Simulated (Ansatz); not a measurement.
System: CHO$_{2}$, charge 0, multiplicity 2. It need not be the lowest isomer of its formula. SMILES: O[C][O]
Coordinates optimised at B3LYP-D3(BJ)/def2-TZVP (Ansatz, a first-principles code):
```xyz
4

C     -0.3844    -0.1290    -0.0556
O     -0.3996    -0.1022     1.1203
O      0.6420     0.1898    -0.8566
H      0.3676     0.0738    -1.7766
```
Charge 0, spin multiplicity 2.

Computed values are from Ansatz. Correlated levels leave the core frozen unless marked. Open shells are spin-unrestricted. Spin-orbit coupling is left out. Non-relativistic. Basis-set limits of correlation are two-point, X^-3; Hartree-Fock from the larger set.

What is the total energy at CCSD(T)/CBS(cc-pVTZ,cc-pVQZ)?

-188.9265 Eh.

What is the atomisation energy De at CCSD(T)/CBS(cc-pVTZ,cc-pVQZ)?

394.9 kcal/mol.

What is the T1 diagnostic at CCSD/cc-pVQZ?

0.021.

What is the dipole moment at CCSD(T)/aug-cc-pVDZ?

2.89 D.
